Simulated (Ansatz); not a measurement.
# Ligand exchange: Cd(CH3)(NH2) + C2H3N → Cd(NH2)2 + C3H4

Species: Cd(CH3)(NH2), singlet; C2H3N `C#CN`, singlet; Cd(NH2)2, singlet; C3H4 (propyne) `C#CC`, singlet. The partners trade CH3 for NH2: Cd–CH3 and C–NH2 bonds give way to Cd–NH2 and C–CH3.

Shapes, held fixed at every level: PBE0-D4/def2-TZVP. Programs: Ansatz 0.2.0. Electronic energies: no zero-point or thermal term.

```csv
level,kind,ΔE (kJ/mol),less CCSD(T)/def2-TZVPP
r2SCAN-D4/def2-TZVPP,meta-GGA,-38.9,+6.6
BHLYP-D4/def2-TZVPP,global hybrid,-39.7,+5.8
PBE0-D4/def2-TZVPP,global hybrid,-34.0,+11.5
MP2/def2-SVP,perturbation theory,-40.2,+5.3
CCSD/def2-SVP,coupled cluster or CI,-41.1,+4.4
CCSD/def2-TZVPP,coupled cluster or CI,-45.6,-0.1
CCSD(T)/def2-TZVPP,coupled cluster or CI,-45.5,0.0
```

The highest level, CCSD(T)/def2-TZVPP, gives ΔE = -45.5 kJ/mol; the levels span -45.6 to -34.0. The column of differences is taken from that level and isn't an error. No measured value is set beside it here. For atoms past krypton def2 sets carry core potentials with scalar relativity. Correlated rows may include outer-core shells of Cd, which these sets cover unevenly.
